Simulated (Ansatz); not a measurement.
Mulliken charges of `[NH2][Nb]([F])(=[S])[Cl]` from PBE/def2-TZVPP in Ansatz (PBE0-D4/def2-TZVP geometry).

```
atom   x (Å)   y (Å)   z (Å)  charge (e)
  N1  -0.741   0.647   0.697      -0.499
 Nb2   0.480  -0.432  -0.346       1.118
  F3   1.816  -1.121   0.753      -0.330
  S4  -0.730  -1.981  -1.165      -0.368
 Cl5   1.400   0.850  -2.005      -0.290
  H6  -1.736   0.515   0.797       0.194
  H7  -0.426   1.453   1.224       0.174
```

Task: By hand: the dipole of these point charges (1 e Å = 4.8032 D).

Result: Σ q r = (-0.241, 0.399, 0.395) e Å, of length 0.611 e Å = 2.93 D.

Task: How does the dipole of the full density compare? (Best estimate.)

Result: The calculation gave: (-0.275, 0.478, 0.426) e Å, 3.35 D; the point charges give 0.87 times that, at 3° from its direction.

Point charges leave out the atoms' own dipoles, such as those of lone pairs, and Mulliken's split depends on the basis, so the close match here is no proof of good charges.
